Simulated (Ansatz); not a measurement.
Input file for Ansatz (a quantum-chemistry and plane-wave program): SC-NEVPT2 on SA-CASSCF(3,3)/cc-pVQZ on C2H3 (SMILES [C]C), 2S+1 = 4, a spin state set in the input, which need not be the lowest.

Ansatz 0.2 input:
```yaml
crystal:
  periodic: [false, false, false]
  atoms:
    - {symbol: C, position_ang: [0.88652155, 0.19592903, 0.22243114]}
    - {symbol: C, position_ang: [-0.46940542, -0.14143912, -0.10388119]}
    - {symbol: H, position_ang: [-0.62363612, -0.88917955, -0.89435143]}
    - {symbol: H, position_ang: [-0.71417237, 0.85118728, -0.55109512]}
    - {symbol: H, position_ang: [-1.16488825, -0.28894718, 0.73414688]}
basis:
  gaussian:
    orbitals: cc-pVQZ
magnetization: {spin_polarized: false, initial_magnetization: 3}
correlation: {method: sc_nevpt2, electrons: outside_noble_gas, active_space: {window: {electrons: 3, orbitals: 3}, states: [{multiplicity: 2, weights: [1]}, {multiplicity: 4, weights: [1]}]}}
output: {orbitals: {seedname: ./end}}
```

It printed:

```
WARN ansatz: RAYON_NUM_THREADS=1 ignored (pool sized by the plan → 1); use --threads N
Functional definition: HF
integrals: 0.48 GiB planned
2495 factors; integrals over basis functions are off by at most 1.8e-7 eV
mean field: 0.83 GiB planned
mean field evaluation 1: about -2101.8400 eV, gradient 1.7e1 eV
mean field evaluation 2: about -2101.8408 eV, gradient 1.7e1 eV
mean field evaluation 4: about -2104.1909 eV, gradient 3.1e0 eV
mean field evaluation 8: about -2104.2804 eV, gradient 7.8e-4 eV
mean field -2104.28039949 eV, -77.3308783489 hartree, gradient 1.6e-6 eV, S^2 3.750000; 0 other end points of the search recorded, 0 dependent functions left out
reference -2104.28039949 eV, -77.3308783489 hartree; 9, 6 occupied and 191, 194 virtual orbitals, 2495 factors
configuration interaction: 0.37 GiB planned
configuration interaction: 0.00 GiB planned
state -2105.11624558 eV, -77.3615951261 hartree
state -2105.11624558 eV, -77.3615951261 hartree; corrected -2113.09051537 eV, -77.6546441356 hartree
configuration interaction: 0.00 GiB planned
configuration interaction: 0.00 GiB planned
state -2104.17057729 eV, -77.3268424574 hartree
state -2104.17057729 eV, -77.3268424574 hartree; corrected -2111.51564126 eV, -77.5967685797 hartree
Total energy: -2112.30307832 eV, -77.6257063576 hartree
```

The calculation finished and met its thresholds. The last total energy is the mean of the averaged states.

Cost: around 25 core-seconds (rough).
